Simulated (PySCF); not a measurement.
Gas-phase reaction: 3 GaBr + 4 Cl ⇌ 2 GaCl2 + GaBr3

Method: PySCF energies plus ideal-gas RRHO corrections (1 bar). † marks an energy on the PBE0/def2-TZVP geometry and frequencies; other levels use their own. MP2 freezes the core. 6-31G* has spherical d functions here. Open shells (unrestricted): Cl (multiplicity 2, electronic degeneracy 6), GaCl2 (multiplicity 2); the rest are closed-shell singlets. Spin-orbit splitting is ignored; it lowers the true energy and changes the entropy of Cl. Br, Ga: all electrons, no relativistic terms. GaCl2: computed as isolated molecules; such fragments, hydroxides, amides, oligomers or adducts are transient or little studied in the gas. MP2 isn't extrapolated to the basis-set limit; its ΔH°(298 K) is -1064.5 kJ in def2-SVP and -1136.7 kJ in def2-TZVPP. The harmonic model lacks anharmonicity and excited electronic states, which grow with temperature; levels with a mode under 35 cm⁻¹ are left out. Soft modes under 120 cm⁻¹ make the harmonic entropy rough for GaCl2, GaBr3.

ΔH° and ΔS° at 298 K: BLYP/def2-TZVP† -917 kJ, -463 J/K; HF/6-31G* -751 kJ, -469 J/K; HF/def2-TZVP† -813 kJ, -463 J/K; MP2/def2-TZVPP† -1137 kJ, -463 J/K.

Task: With the heat capacities included, give log10 K (1 bar) at 1000, 1600, 1800, 2000, 2500 K from BLYP/def2-TZVP†, HF/6-31G*, HF/def2-TZVP†, MP2/def2-TZVPP†.

Result: 
```
T (K)  BLYP/def2-TZVP†  HF/6-31G*  HF/def2-TZVP†  MP2/def2-TZVPP†
-----  ---------------  ---------  -------------  ---------------
1000              23.7       14.7           18.3             35.2
1600               5.8        0.0            2.4             12.9
1800               2.4       -2.7           -0.6              8.8
2000              -0.2       -4.9           -2.9              5.5
2500              -5.0       -8.8           -7.1             -0.4
```
